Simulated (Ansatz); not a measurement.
Computed with Ansatz on PBE0-D4/def2-TZVP structures; ΔE is electronic, products minus reactants. CBS: MP2 limit from def2 TZ/QZ plus the TZ coupled-cluster correction, frozen cores. This one scheme is used for every species. DFT in def2-TZVPP. Each species was taken in one conformer, which may not be the lowest.

Consider the cleavage of the Al–Al bond: `[CH3][Al]([AlH2])[SiH3]` + `N=C=O` → `O=C=[N][AlH2]` + `[CH3][AlH][SiH3]`.

`[CH3][Al]([AlH2])[SiH3]`:

Cartesian coordinates in Å:
```
C -2.011 0.236 -0.609
Al -0.207 0.047 0.145
Al 0.347 0.141 2.676
Si 1.640 -0.322 -1.456
H -2.265 -0.655 -1.194
H -2.797 0.390 0.133
H -2.034 1.079 -1.310
H 0.712 1.510 3.414
H 0.380 -1.169 3.590
H 1.260 -0.185 -2.893
H 2.205 -1.695 -1.284
H 2.771 0.623 -1.211
```

`N=C=O`:

Cartesian coordinates in Å:
```
N -0.263 0.071 -0.716
C -0.096 0.039 0.481
O -0.069 0.051 1.641
H 0.428 -0.160 -1.406
```

`O=C=[N][AlH2]`:

```xyz
6

O    -1.621    2.337   -0.545
C    -0.970    1.395   -0.326
N    -0.303    0.429   -0.101
Al    0.692   -0.996    0.233
H     0.006   -2.408    0.105
H     2.196   -0.756    0.635
```

`[CH3][AlH][SiH3]`:

Z-matrix (Å, degrees):
```
C
Al 1 1.953
H 1 1.092 2 113.7
H 1 1.096 2 110.5 3 -121.7
H 1 1.096 2 110.2 3 121.3
Si 2 2.461 1 120.6 3 -1.5
H 2 1.593 1 118.9 3 178.7
H 6 1.490 2 114.1 1 179.6
H 6 1.494 2 110.9 1 58.4
H 6 1.494 2 110.7 1 -59.3
```

| species | r2SCAN energy (Eh) |
| --- | --- |
| `[CH3][Al]([AlH2])[SiH3]` | -817.16251 |
| `N=C=O` | -168.67190 |
| `O=C=[N][AlH2]` | -411.72018 |
| `[CH3][AlH][SiH3]` | -574.16896 |

Task: Work out ΔE.

Result: ΔE = (-411.72018) + (-574.16896) − (-817.16251) − (-168.67190) = -0.05473 Eh = -1.49 eV. CCSD(T)/CBS gives -1.51 eV.

Largest T1 diagnostic among the species: 0.018.

In def2-TZVPP, CCSD(T) changes the Hartree–Fock value by +0.27 eV (the triples alone add +0.04 eV) and MP2 by +0.13 eV. From PBE to PBE0 (25 % exact exchange), in def2-TZVPP and without D4, ΔE moves by −0.09 eV.
